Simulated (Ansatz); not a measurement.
`N=[CH][GaH][CH2]N` and `N=[CH][GaH][OH]` differ in one atom or group.

Ansatz, PBE0-D4/def2-TZVP geometries, multiplicity 1. Each molecule was computed in one conformer, which needn't be the lowest.

Scalar relativity is left out up to krypton.

```csv
property,`N=[CH][GaH][CH2]N`
HOMO–LUMO gap (PBE/def2-TZVPP) / eV,2.29
LUMO energy (PBE0/def2-TZVPP) / eV,-1.57
size of the dipole moment (ωB97M-V/def2-TZVPP) / D,2.20
HOMO–LUMO gap (PBE0/def2-TZVPP) / eV,4.41
size of the dipole moment (B3LYP/def2-TZVPP) / D,2.05
LUMO energy (PBE/def2-TZVPP) / eV,-2.43
```

What does the change do to each property? (Estimate.)

Computed: 
```
                                          property  `N=[CH][GaH][OH]`  shift
               HOMO–LUMO gap (PBE/def2-TZVPP) / eV               2.86   0.57
                LUMO energy (PBE0/def2-TZVPP) / eV              -1.97  -0.40
size of the dipole moment (ωB97M-V/def2-TZVPP) / D               0.61  -1.59
              HOMO–LUMO gap (PBE0/def2-TZVPP) / eV               5.09   0.68
  size of the dipole moment (B3LYP/def2-TZVPP) / D               0.54  -1.51
                 LUMO energy (PBE/def2-TZVPP) / eV              -2.87  -0.44
```

With PBE0 the HOMO falls by 1.09 eV and the LUMO falls by 0.40 eV, so the gap widens by about 0.69 eV. PBE moves the HOMO by -1.01 eV and ωB97M-V by -1.09 eV. Dipoles are sizes alone; their direction can turn.

Positive LUMOs are unbound, so they and the gaps depend on the basis.

B3LYP here is the variant with VWN-RPA as its local correlation; programs differ in this.
